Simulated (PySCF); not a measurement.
C5H5F, SMILES C#C[C@H](F)C=C.

Coordinates come from a PBE0-D3(BJ)/def2-SVP optimisation. The structure was generated by enumeration; whether it is a known compound was not checked. The values are those of a single conformer.

These are r2SCAN/def2-TZVP (PySCF) values and carry that method's errors.

Computed frontier levels, gap, dipole moment and polarisability:
The highest occupied level comes out as -6.96 eV and the lowest empty level is -0.99 eV. The orbital gap is 5.96 eV, the dipole moment is 1.59 D and the quadrupole, principal values (traceless, Buckingham form, about the centre of nuclear charge) is -4.18, -1.92, 6.10 D·Å. The mean static polarisability is 58.1 bohr³ (8.61 Å³). The polarisability, principal values comes out as 44.6, 46.9, 82.8 bohr³.
